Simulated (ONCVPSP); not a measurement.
**Ranking ONCV potentials for titanium**

All share these settings but for the change named:

ONCVPSP 4.0.1 input, shortened (lines: element, Z, core and valence counts, functional; n l f; lmax; l rc ep ncon nbas qcut; lloc lpopt rc5 dvloc0; l nproj debl; icmod fcfact rcfact), LDA (Perdew-Wang 92), scalar-relativistic:

```
  Ti 22.00    3    4  -001012      upf
    1    0    2.00
    2    0    2.00
    2    1    6.00
    3    0    2.00
    3    1    6.00
    3    2    2.00
    4    0    2.00
    2
    0    1.35    0.00    5    8    9.60
    1    1.35    0.00    5    8   13.00
    2    1.55    0.00    4    9    8.80
    4    1    1.05    0.00
    0    2    3.30
    1    2    0.40
    2    2    0.80
    1    0.60    0.00
```

In the p channel the program set the typed energies aside and used -1.426, 0.250 Ha.

Test errors are all-electron minus pseudo excitation energies from the reference, over 3s2 3p6 3d2 4s1; 3s2 3p6 3d2 4s0; 3s2 3p6 3d1 4s0; 3s2 3p6 3d2 4s0 4p1. None of these files shows a bound ghost.

The base gives 30.7 meV.

Of 8 variants that were run, those that failed, showed a ghost or another fault, or gave nearly equal values are left out.

A variant can come out equal or close to the base, since the largest error may sit in a test that the change hardly touches while other tests move.

(1) Rank these variants by their largest absolute test error, smallest first.
A. core correction polynomial model core, fcfact 0.68
B. d: rc 1.84
C. d: rc 1.32
D. all radii but the core radius scaled by about 0.96 (s 1.30, p 1.30, d 1.48 bohr); local potential polynomial inside 1.00 bohr (lpopt 1, dvloc0 0 Ha)

Results:

(1) C (17.4 meV), D (26.1 meV), A (30.7 meV), B (55.2 meV).
